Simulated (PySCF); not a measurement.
Spectra and structures to be paired. The calculation used TDDFT CAM-B3LYP/def2-SVPD, vertical, gas phase, core orbitals frozen in the response in PySCF 2.14.0, density-fitted response routines. Geometries: PBE0-D3(BJ)/def2-SVP; one conformer of each isolated species. Triplets are in the Tamm–Dancoff approximation.

A. `CCC(C(=O)Cl)=C(C)C`
B. `F[SiH2]C[SiH3]`
C. `C#C[Si@@H]1CC[Si@H](NC)O1`
D. `B[C@@H]1CC[BH2-][N+]1(C)C`
E. `CC[Si@@H]1O[SiH2]C[C@@H]1C#N`

Lowest singlet levels (six at most, fewer where fewer were computed) with oscillator strengths:

1. 5.38 eV (f 0.002); 5.54 eV (f 0.005); 5.75 eV (f 0.003); 6.01 eV (f 0.001); 6.88 eV (f 0.003); 7.20 eV (f 0.025); T1 4.93 eV
2. 5.82 eV (f 0.001); 6.09 eV (f 0.001); 6.19 eV (f 0.001); 6.29 eV (f 0.001); 6.46 eV (f 0.003); 6.97 eV (f 0.006); T1 4.87 eV
3. 7.94 eV (f 0.048); 8.15 eV (f 0.010); 8.22 eV (f 0.021); 8.56 eV (f 0.004); 8.77 eV (f 0.011); 8.92 eV (f 0.085); T1 7.52 eV
4. 4.62 eV (f 0.002); 5.28 eV (f 0.336); 6.20 eV (f 0.003); 6.47 eV (f 0.005); 7.07 eV (f 0.005); 7.10 eV (f 0.002); T1 3.29 eV
5. 7.03 eV (f 0.003); 7.34 eV (f 0.001); 7.56 eV (f 0.003); 7.73 eV (f 0.000); 7.79 eV (f 0.004); 7.88 eV (f 0.003); T1 6.15 eV

Question: Which spectrum belongs to which structure?

Answer: 1 = D, 2 = C, 3 = B, 4 = A, 5 = E.
- A: S1 at 4.62 eV, HOMO-1→LUMO (88%); Löwdin shares by element: HOMO carbon 61% or more, oxygen 8% (atoms not listed hold the other 31%); LUMO carbon 58% or more, oxygen 19% (atoms not listed hold the other 23%); HOMO -8.80 and LUMO -0.71 eV.
- B: S1 at 7.94 eV, HOMO→LUMO+1 (42%), HOMO→LUMO (41%); Löwdin shares by element: HOMO silicon 36%, carbon 30%, hydrogen 13% or more (atoms not listed hold the other 21%); LUMO silicon 51%, carbon 10%, fluorine 7% (atoms not listed hold the other 32%); HOMO -10.30 and LUMO 0.95 eV.
- C: S1 at 5.82 eV, HOMO-1→LUMO (56%), HOMO-4→LUMO (9%), HOMO-2→LUMO (9%); Löwdin shares by element: HOMO nitrogen 54%, carbon 11% or more, silicon 10% or more, hydrogen 5% or more (atoms not listed hold the other 21%); LUMO carbon 48% or more, silicon 20% or more, oxygen 7% (atoms not listed hold the other 24%); HOMO -8.13 and LUMO 0.75 eV.
- D: S1 at 5.38 eV, HOMO-2→LUMO (37%), HOMO-3→LUMO (22%), HOMO→LUMO (20%); Löwdin shares by element: HOMO hydrogen 36% or more, boron 33% or more, carbon 11% or more (atoms not listed hold the other 20%); LUMO boron 52% or more, hydrogen 20% or more, carbon 12% or more (atoms not listed hold the other 16%); HOMO -8.70 and LUMO -0.80 eV.
- E: S1 at 7.03 eV, HOMO→LUMO+2 (18%), HOMO→LUMO (15%), HOMO→LUMO+1 (12%); Löwdin shares by element: HOMO carbon 32% or more, nitrogen 14%, silicon 13% or more (atoms not listed hold the other 42%); LUMO silicon 40%, oxygen 12%, carbon 7% or more (atoms not listed hold the other 42%); HOMO -9.57 and LUMO 0.80 eV.

Without π bonds the low states are Rydberg-like; a valence basis with one diffuse set may place them up to an eV too high.
